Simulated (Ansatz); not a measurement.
Geometry optimisation, DFT PBE, scalar-relativistic, plane waves, PAW in Ansatz 0.2.0.

Input:

```yaml
crystal:
  lattice:
    - [0.0, 5.43, 5.43]
    - [5.43, 0.0, 5.43]
    - [5.43, 5.43, 0.0]
  atoms:
    - { symbol: Si, position: [0.0, 0.0, 0.0] }
    - { symbol: Si, position: [0.125, 0.125, 0.125] }
    - { symbol: Si, position: [0.0, 0.0, 0.5] }
    - { symbol: Si, position: [0.125, 0.125, 0.625] }
    - { symbol: Si, position: [0.0, 0.5, 0.0] }
    - { symbol: Si, position: [0.125, 0.625, 0.125] }
    - { symbol: Si, position: [0.0, 0.5, 0.5] }
    - { symbol: Si, position: [0.125, 0.625, 0.625] }
    - { symbol: Si, position: [0.5, 0.0, 0.0] }
    - { symbol: Si, position: [0.625, 0.125, 0.125] }
    - { symbol: Si, position: [0.5, 0.0, 0.5] }
    - { symbol: Si, position: [0.625, 0.125, 0.625] }
    - { symbol: Si, position: [0.5, 0.5, 0.0] }
    - { symbol: Si, position: [0.625, 0.625, 0.125] }
    - { symbol: Si, position: [0.5, 0.5, 0.5] }
    - { symbol: Si, position: [0.625, 0.625, 0.625] }
    - { symbol: Si, position: [0.81517823, 0.81865434, 0.55846349] }
basis:
  ecutwfc: 420.0
kpoints:
  mp_grid: { grid: [2, 2, 2] }
hamiltonian:
  xc: pbe
  pseudopotentials: { kind: paw, azcp: { folder: soft_1 } }
scf:
  occupations: { method: gaussian, width: 0.05 }
  lower_state_search: "off"
relax:
  f_tol: 0.03
  max_steps: 60
  adjacent_minimum: "off"
output:
  write_density: true
  write_potential: true
  elf: true
  volumetric_format: npy
```

Launched with:

```bash
$ ansatz run input.yaml --threads 1 --pin off --max-ram 3072MiB --backend cpu --events-out ev --progress --plain --runs-dir out
```

Where does it end, and by what steps?

The run converged. Limits of this set-up: coarse k mesh, a small cell, in which the defect meets its images. After 10 steps the energy has fallen by 1.013 eV; Si14 moved furthest, 0.48 Å. Joined: Si14–Si17 (3.55 → 2.61 Å).

```tsv
step	energy less start (eV)	largest force component (eV/Å)	accepted
0	0.0000	2.554	yes
1	-0.7198	1.111	yes
2	-0.9696	0.137	yes
3	-0.9785	0.091	yes
4	-0.9826	0.054	yes
5	-0.9887	0.089	yes
6	-0.9959	0.059	yes
7	-1.0033	0.156	yes
8	-1.0117	0.063	yes
9	-1.0124	0.050	yes
10	-1.0128	0.022	yes
```

```xyz
17
Lattice="0.0000 5.4300 5.4300 5.4300 0.0000 5.4300 5.4300 5.4300 0.0000" Properties=species:S:1:pos:R:3
Si 0.090 0.089 -0.087
Si 1.397 1.396 1.332
Si 2.760 2.759 0.015
Si 4.169 4.168 1.261
Si 2.655 0.071 2.781
Si 4.100 1.399 4.040
Si 5.414 2.758 2.671
Si 6.670 4.262 4.190
Si 0.073 2.655 2.780
Si 1.400 4.100 4.040
Si 2.759 5.413 2.671
Si 4.265 6.669 4.190
Si 2.656 2.655 5.371
Si 3.800 3.799 7.070
Si 5.178 5.176 5.682
Si 6.669 6.668 6.597
Si 7.722 7.719 8.568
```

Run time: 51 s on 1 thread of Intel(R) Xeon(R) Platinum 8488C (Sapphire Rapids), on a shared host, peak memory 0.6 GiB.
